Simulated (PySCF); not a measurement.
Electron correlation in Te (tellurium, neutral)

[Kr] 4d10 5s2 5p3 6s1, high-spin 5S determinant (an excited configuration). Computed with PySCF 2.14 in dyall-av2z (22s16p12d, 130 functions), with the non-relativistic Hamiltonian (point nucleus). Frozen: [Kr] 4d10; 6 electrons correlated; the 62 highest virtual orbitals of each spin left out.

MP2 pair energies summed by pair of shells (mhartree):

```tsv
pair	energy	share (%)
5s-5p	-34.83	52.8
5p-5p	-12.23	18.5
5p-6s	-7.38	11.2
5s-5s	-6.39	9.7
5s-6s	-5.15	7.8
```

Total MP2 correlation energy: -65.97 mhartree.

Same-spin part -21.78 and opposite-spin part -44.19 mhartree; SCS-MP2 scales them by 1/3 and 6/5 to -60.29 mhartree.
